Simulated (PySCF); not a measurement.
## `C#[C][GeH2][O][SiH2][SiH3]`, C$_{2}$H$_{8}$GeOSi$_{2}$

Molfile (atoms numbered from 1):
```
C2H8GeOSi2
     RDKit          3D

 14 13  0  0  0  0  0  0  0  0999 V2000
    1.2843    2.2559   -0.5600 C   0  0  0  0  0  0  0  0  0  0  0  0
    1.6214    1.1509   -0.1795 C   0  0  0  0  0  0  0  0  0  0  0  0
    2.1024   -0.5844    0.4332 Ge  0  0  0  0  0  4  0  0  0  0  0  0
    0.7123   -1.2351    1.3163 O   0  0  0  0  0  0  0  0  0  0  0  0
   -0.9094   -1.4672    1.0181 Si  0  0  0  0  0  4  0  0  0  0  0  0
   -2.0017    0.4652    0.2324 Si  0  0  0  0  0  4  0  0  0  0  0  0
    0.9836    3.2327   -0.8965 H   0  0  0  0  0  0  0  0  0  0  0  0
    2.4080   -1.4858   -0.7720 H   0  0  0  0  0  0  0  0  0  0  0  0
    3.2537   -0.4998    1.4371 H   0  0  0  0  0  0  0  0  0  0  0  0
   -1.5407   -1.9014    2.3003 H   0  0  0  0  0  0  0  0  0  0  0  0
   -1.1033   -2.5626    0.0115 H   0  0  0  0  0  0  0  0  0  0  0  0
   -1.6405    0.7764   -1.1842 H   0  0  0  0  0  0  0  0  0  0  0  0
   -1.7011    1.6520    1.0900 H   0  0  0  0  0  0  0  0  0  0  0  0
   -3.4762    0.2008    0.2904 H   0  0  0  0  0  0  0  0  0  0  0  0
  1  2  3  0
  2  3  1  0
  3  4  1  0
  4  5  1  0
  5  6  1  0
  1  7  1  0
  3  8  1  0
  3  9  1  0
  5 10  1  0
  5 11  1  0
  6 12  1  0
  6 13  1  0
  6 14  1  0
M  END
```

Theory: GIAO B97-2/def2-SVP magnetisability, non-relativistic, IEF-PCM acetone (PySCF). Geometry: PBE0-D3(BJ)/def2-SVP.

The calculation is non-relativistic, which matters for the atoms heavier than Zn.

How diamagnetic is it, and how anisotropic?

Isotropic -1394 × 10⁻³⁰ J/T², or -83.9 × 10⁻⁶ cm³/mol; principal values -1501, -1396, -1285 × 10⁻³⁰ J/T², anisotropy 187 × 10⁻³⁰ J/T² (root of half the summed squared differences of the principal values). The susceptibility is in cgs units.

Split it along the inertial axes a, b, c into diamagnetic and paramagnetic parts about the centre of mass, with the quadrupole moment.


```tsv
axis	χ (10⁻⁶ cm³/mol)	diamagnetic (10⁻⁶ cm³/mol)	paramagnetic (10⁻⁶ cm³/mol)	summed x² of all electrons (Å²)	quadrupole Θ (D Å)
a	-89.8	-728.4	638.6	268.0	-0.96
b	-84.4	-1240.8	1156.3	147.2	+5.17
c	-77.6	-1761.6	1684.1	24.5	-4.22
```
Anisotropies 2χaa − χbb − χcc = -17.6 and 2χbb − χaa − χcc = -1.5 × 10⁻⁶ cm³/mol. Θ is traceless in Buckingham's convention.
